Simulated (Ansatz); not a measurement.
System: CBr₂, net charge 1, doublet state. 
Geometry from a B3LYP-D3(BJ)/def2-TZVP (Ansatz, an electronic-structure program) optimisation:
```xyz
3

C      0.0572    -0.0387     0.5872
Br     0.8920     1.3658    -0.0478
Br    -0.9018    -1.3591    -0.0528
```
Charge +1, spin multiplicity 2.

Basis-set convergence of Hartree-Fock and CCSD correlation energies (hartree) with Ansatz. Cores are frozen in the correlated levels unless marked. UHF or UKS for open shells. Spin-orbit coupling is left out. Frozen are the shells of the preceding noble gas and the d and f shells that filled before the atom's block. Non-relativistic.

```
basis        functions        E(HF)  E(corr, CCSD)
-----------  ---------  -----------  -------------
aug-cc-pVDZ         95  -5182.23231       -0.37541
aug-cc-pVTZ        164   (withheld)     (withheld)
```

Q: Fill in the missing entries.

A: 
- aug-cc-pVTZ, E(HF): -5182.39513
- aug-cc-pVTZ, E(corr, CCSD): -0.47639
